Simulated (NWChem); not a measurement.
## Correlation energy of sulfur tetrafluoride (F4S)

```
S
F 1 1.6133
F 1 1.6133 2 100.72
F 1 1.6883 2 87.93 3 -87.49
F 1 1.6883 2 87.93 4 174.99
```
Charge 0, spin multiplicity 1.

All runs are NWChem calculations. The geometry was optimised at PBE/def2-SVP, a minimum by its harmonic frequencies.

Basis set: def2-SVP. Each correlation energy counts from its own Hartree-Fock reference.

The correlated methods keep 9 core orbitals frozen. No row is a measurement; the coupled-cluster row has its own basis-set and correlation limits.

### Question
One of these methods gave a correlation energy of -911.8 mHa. Which?
(A) SCS-MP2
(B) MP2
(C) CR-CCSD(T)
(D) CR-CCSD[T]

### Answer
B, MP2. The others give -875.6 (SCS-MP2), -937.6 (CR-CCSD[T]), -935.5 (CR-CCSD(T)).
